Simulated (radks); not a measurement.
Results of a calculation; reference values are marked as such.
Task: Successive ionisation energies (eV) of one element, from differences of total energies of ions in their ground configurations, starting at charge 22: 1092.3, 1148.9, 1206.2, 1264.0, 1343.5, 1403.3, 1526.6, 1584.0, 3788.0, 3954.4, 4122.9, 4293.4, 4567.4, 4745.8, 5001.7, 5144.3, 21606, 22189. Level of theory: Dirac Kohn-Sham, exchange-only PBE, spin-unpolarised, spherical densities, finite nucleus; open shells fill j = l - 1/2 first; Fermi nuclear charge, rms radius 4.2694 fm (a radial shooting solver on a logarithmic mesh with Libxc functionals). Which element is it?

Result: Zirconium (Z = 40). The first species listed is Zr22+ in [Ar], the last Zr39+ in 1s1.
